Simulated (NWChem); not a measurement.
System: 1,2,4-triazole (C2H3N3); SMILES c1nc[nH]n1

NWChem input:

```
start job
memory heap 200 mb stack 900 mb global 1100 mb
geometry units angstroms noautosym nocenter noautoz
  C      1.058512     0.354300     0.000000
  N      0.008958     1.211943     0.000000
  C     -1.026327     0.403248     0.000000
  N     -0.600611    -0.874802     0.000000
  N      0.733222    -0.924497     0.000000
  H      2.098416     0.679785     0.000000
  H     -2.078884     0.686061     0.000000
  H     -1.143883    -1.729721     0.000000
end
basis spherical
  C library 6-31g*
  N library 6-31g*
  H library 6-31g*
end
dft
  xc pbe0
  iterations 150
end
cosmo
  do_cosmo_smd true
  solvent water
end
task dft energy
```

All runs use the structure optimised with PBE0/def2-SVP. Solvent: water.

Solvent water, SMD (1 M gas to 1 M solution), gas-phase geometry.

Q: What results follow from this input? (PBE0/6-31G* (spherical d), SMD on the gas-phase geometry.) Quantities: basis functions; solvation free energy (kcal/mol); cavity-dispersion-structure term (kcal/mol); dipole in solution (D).

A: 
```
Item                                         Result
-------------------------------------------  ------
number of basis functions                        76
solvation free energy (kcal/mol)              -10.7
cavity-dispersion-structure term (kcal/mol)     0.4
dipole in solution (D)                         3.86
```
